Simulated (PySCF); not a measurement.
# What a mistake does to a calculation on AlBH5Si anion

Calculated results; nothing here was measured. The program is PySCF 2.14.0, an open-source quantum chemistry code, run on an isolated molecule that a program drew, which may never have been made. The molecule is AlBH5Si anion (charge -1, singlet), drawn as the SMILES string `[AlH2][BH][SiH2-]`.

Each row is a Hartree-Fock (HF) and frozen-core CCSD(T) single point in the aug-cc-pV(D+d)Z basis, meant for a local HF minimum. Run 1 is clean. Each other run has one planted mistake out of seven kinds, and not every kind appears here: one electron removed, one electron added, multiplicity raised by two, geometry at a saddle point, minimal basis STO-3G, one bond length entered in bohr, all coordinates scaled. The reference is restricted for singlets and unrestricted otherwise, and also for a bond in bohr. Adding or removing an electron swaps singlet and doublet. Electrons count all cores. HOMO and LUMO are orbital energies over both spins, the gradient is its largest component, and the lowest frequency (negative if imaginary) is given only where the gradient is small. Bond lengths are over the 7 bonds as drawn. T1 is the CCSD diagnostic: over 0.02 (restricted) or 0.045 (unrestricted) a single reference is doubtful.

Geometry of the clean run:
```xyz
8
AlBH5Si anion, angstrom
Al   -1.1981   -1.2977   -0.2902
B    -0.3061    0.3595    0.6056
Si    0.3601    1.5940   -0.6394
H    -1.3219   -1.5325   -1.8842
H    -1.8822   -2.5641    0.4689
H    -0.2021    0.5549    1.7936
H     0.2764    1.4358   -2.1195
H     1.0618    2.8970   -0.3957
```

| run | electrons | basis functions | <S^2> | HOMO (eV) | LUMO (eV) | gradient (hartree/bohr) | lowest frequency (cm^-1) | mean bond (Å) | longest bond (Å) | T1 | HF (hartree) | CCSD(T) (hartree) | mistake |
|---|---|---|---|---|---|---|---|---|---|---|---|---|---|
| 1 | 38 | 132 | 0.000 | -2.09 | 3.05 | 3.2e-05 | 102 | 1.6289 | 2.084 | 0.0174 | -558.40460 | -558.76475 | no fault |
| 2 | 38 | 28 | 0.000 | 3.35 | 13.41 | 5.2e-02 | - | 1.6289 | 2.084 | 0.0186 | -551.61879 | -551.80762 | minimal basis STO-3G |
| 3 | 38 | 132 | 2.026 | -0.60 | 3.14 | 4.3e-02 | - | 1.6289 | 2.084 | 0.0163 | -558.36565 | -558.69901 | multiplicity raised by two |
| 4 | 38 | 132 | 0.000 | -2.24 | 3.06 | 5.8e-02 | - | 1.4953 | 1.913 | 0.0149 | -558.35723 | -558.71422 | all coordinates scaled |
| 5 | 38 | 132 | 1.161 | -1.99 | 2.79 | 1.2e-02 | - | 1.8938 | 3.939 | 0.0618 | -558.30733 | -558.64227 | one bond length entered in bohr |
| 6 | 37 | 132 | 0.761 | -8.85 | -0.58 | 2.9e-02 | - | 1.6289 | 2.084 | 0.0148 | -558.36124 | -558.67274 | ? |

**Which mistake was planted in run 6, and what did it cost?**

It counts 37 electrons, one fewer than the clean run, at the same geometry and basis. So the mistake is: one electron removed. Subtracting run 1 and multiplying by 627.51 kcal/mol a hartree, the energy moved by 27.2 kcal/mol in HF and 57.7 kcal/mol in CCSD(T).

Cautions from the logs. Run 2: the HOMO is above zero, so the electron isn't bound and the energy depends on the basis; run 5: T1 is over the limit, so its CCSD(T) energy is less reliable.
